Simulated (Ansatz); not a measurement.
The same molecule with X = O, S, Se. Ansatz, PBE0-D4/def2-TZVP geometries, multiplicity 1.

Scalar relativity is left out up to krypton. Spin–orbit coupling is left out; it splits and shifts lone-pair levels of the heavy atoms by tenths of an eV.

```tsv
X	molecule	mean X–C bond length / Å	size of the dipole moment (ωB97M-V/def2-TZVPP) / D	zero-point energy (PBE0-D4/def2-TZVP) / kJ/mol	HOMO energy (PBE/def2-TZVPP) / eV
S	`Fc1cccs1`	1.715	1.47	155.5	-5.70
Se	`Fc1ccc[se]1`	1.861	1.40	152.2	-5.67
```

Q: Give the row for X = O, `Fc1ccco1`. (Estimate.)

A: The calculation gave: 
```json
{"X": "O", "molecule": "`Fc1ccco1`", "mean X–C bond length / Å": "1.349", "size of the dipole moment (ωB97M-V/def2-TZVPP) / D": "1.59", "zero-point energy (PBE0-D4/def2-TZVP) / kJ/mol": "164.4", "HOMO energy (PBE/def2-TZVPP) / eV": "-5.54"}
```

From O to Se the mean X–C bond length rises at each step, by 0.512 Å in all; the zero-point energy (PBE0-D4/def2-TZVP) falls at each step, by 12.2 kJ/mol in all; the HOMO energy (PBE/def2-TZVPP) isn't monotonic: highest at O, lowest at S. Bonds lengthen as the atom grows down the group. Dipoles are sizes alone, and their direction can turn along the series.
